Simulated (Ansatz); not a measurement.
Molecule: C₂HF₃O₂ (charge 0, singlet). 
Structure (B3LYP-D3(BJ)/def2-TZVP (Ansatz, a quantum-chemistry and plane-wave program) minimum search):
```xyz
8

O      1.5738    -0.8797     0.3925
C      0.9301     0.2182    -0.0117
O      1.4257     1.2579    -0.3227
C     -0.5979    -0.0420    -0.0249
F     -1.0263    -0.3704     1.2030
F     -1.2494     1.0441    -0.4257
F     -0.8926    -1.0508    -0.8583
H      2.5259    -0.6890     0.3912
```
Charge 0, spin multiplicity 1.

Quantity: vertical triplet-singlet gap (E(triplet) - E(singlet); each state is the SCF solution reached for its spin), in kcal/mol. Cores are frozen in the correlated levels unless marked. UHF or UKS for open shells. No spin-orbit coupling. No relativistic terms. 

```json
[
 {"level": "HF/aug-cc-pVTZ", "program": "Ansatz", "vertical triplet-singlet gap (kcal/mol)": "98.2"},
 {"level": "B3LYP/def2-TZVPD", "program": "Ansatz", "vertical triplet-singlet gap (kcal/mol)": "116.8"},
 {"level": "BHLYP/def2-TZVPD", "program": "Ansatz", "vertical triplet-singlet gap (kcal/mol)": "113.6"},
 {"level": "CAM-B3LYP/def2-TZVPD", "program": "Ansatz", "vertical triplet-singlet gap (kcal/mol)": "117.6"},
 {"level": "wB97M-V/def2-TZVPD", "program": "Ansatz", "vertical triplet-singlet gap (kcal/mol)": "121.6"},
 {"level": "CCSD/aug-cc-pVDZ", "program": "Ansatz", "vertical triplet-singlet gap (kcal/mol)": "124.1"}
]
```
